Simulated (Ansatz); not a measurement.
A barrier at the coupled-cluster level

Start structure (Si$_{2}$H$_{7}$O$_{2}$F$_{3}$, singlet), relaxed at PBE0-D4/def2-TZVP:

```json
{"atom": "Si1", "x (Å)": "-0.7342", "y (Å)": "-0.2037", "z (Å)": "-1.1083"}
{"atom": "Si2", "x (Å)": "1.3394", "y (Å)": "-1.0011", "z (Å)": "-1.8168"}
{"atom": "F3", "x (Å)": "-1.8658", "y (Å)": "-0.5863", "z (Å)": "-2.1478"}
{"atom": "F4", "x (Å)": "-1.1250", "y (Å)": "-0.9946", "z (Å)": "0.2491"}
{"atom": "O5", "x (Å)": "-0.8379", "y (Å)": "1.3772", "z (Å)": "-0.8505"}
{"atom": "H6", "x (Å)": "-0.0156", "y (Å)": "1.3980", "z (Å)": "2.0278"}
{"atom": "F7", "x (Å)": "0.4195", "y (Å)": "2.0316", "z (Å)": "1.4410"}
{"atom": "H8", "x (Å)": "-0.3218", "y (Å)": "-0.2355", "z (Å)": "3.4028"}
{"atom": "O9", "x (Å)": "-0.7855", "y (Å)": "0.2774", "z (Å)": "2.7365"}
{"atom": "H10", "x (Å)": "2.3546", "y (Å)": "-0.6575", "z (Å)": "-0.7869"}
{"atom": "H11", "x (Å)": "1.2912", "y (Å)": "-2.4763", "z (Å)": "-1.9873"}
{"atom": "H12", "x (Å)": "1.7026", "y (Å)": "-0.3587", "z (Å)": "-3.1048"}
{"atom": "H13", "x (Å)": "-0.3493", "y (Å)": "1.7725", "z (Å)": "-0.1058"}
{"atom": "H14", "x (Å)": "-1.0721", "y (Å)": "-0.3429", "z (Å)": "2.0510"}
```

The step: Si₂H₄OF₂ ([OH][Si]([F])([F])[SiH3]) + H₂O + HF → SiHOF₃ ([OH][Si]([F])([F])[F]) + SiH₄ + H₂O; bonds formed: Si1–F7, Si2–H8, H6–O9; bonds broken: Si1–Si2, H6–F7, H8–O9. Ansatz 0.2.0; basis: def2-TZVPP and def2-QZVPP; cores frozen in the correlated methods. Extrapolation: Hartree–Fock as exp(−7.88 √X), correlation as X^−2.97. Energies below are by CCSD(T) at an estimated basis limit (MP2 extrapolated from triple and quadruple zeta, plus CCSD(T) − MP2 in triple zeta).

Task: What are the electronic barrier and the energy of the step, from the start structure to the end structure? (An estimate is asked for; the value comes from the calculation.)

Result: The calculation gives: Barrier 42.24 kcal/mol; step energy -23.61 kcal/mol (downhill); reverse barrier, their difference, 65.86 kcal/mol. Barrier and step energy count from the start structure, the reverse barrier from the end structure.

The saddle point: One imaginary mode of 647i cm⁻¹.
| pair | start (Å) | saddle (Å) | end (Å) |
| --- | --- | --- | --- |
| Si1–F7 | 3.58 | 1.75 | 1.58 |
| Si2–H8 | 5.53 | 1.95 | 1.49 |
| H6–O9 | 1.53 | 1.00 | 0.96 |
| Si1–Si2 | 2.33 | 2.52 | 4.29 |
| H6–F7 | 0.97 | 1.63 | 3.35 |
| H8–O9 | 0.96 | 1.17 | 3.05 |

Zero-point energy (harmonic, PBE0-D4): ZPE is 52.55 kcal/mol at the start and 51.11 kcal/mol at the saddle, so the barrier goes from 42.24 to 40.81 kcal/mol.

T1 diagnostic: at most 0.013.

Labels in which every atom is bracketed show which atoms are joined, not bond orders.

For scale, one of the runs: CCSD(T)/def2-TZVPP, 337 basis functions, launched by `ansatz run in.yaml --threads 4 --pin off --events-out ev --progress --plain --max-ram 66560MiB --backend cuda --devices 0, --max-vram 37GiB`. The run took 17 s on 4 CPU threads of an AMD EPYC 7R13 and a share of one NVIDIA H100 (shared host), with 0.84 GiB of host memory at its peak.
